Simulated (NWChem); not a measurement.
CBrF2, doublet; SMILES F[C](F)Br

All runs: NWChem. Spin-unrestricted. In the optimisation the excess spin sits in a' (Cs, its own frame). Structure relaxed at the PBE0/def2-SVP, spin-unrestricted level. No stability test was run on the SCF state.

Order these runs by computing time, cheapest first, and give rough ratios: B3LYP/pcseg-1; B3LYP/def2-TZVPP; B3LYP/def2-QZVP; B3LYP/3-21G.

B3LYP/3-21G (1), B3LYP/pcseg-1 (4), B3LYP/def2-TZVPP (10), B3LYP/def2-QZVP (50). Ratios are rough, from one shared machine; the cheapest took roughly 5 core-seconds. What differs between the cheapest and the dearest: highest occupied level (eV) -6.23 → -6.95; lowest empty minus highest occupied level, either spin (eV) 3.88 → 3.97; dipole (D) 0.22 → 0.34.
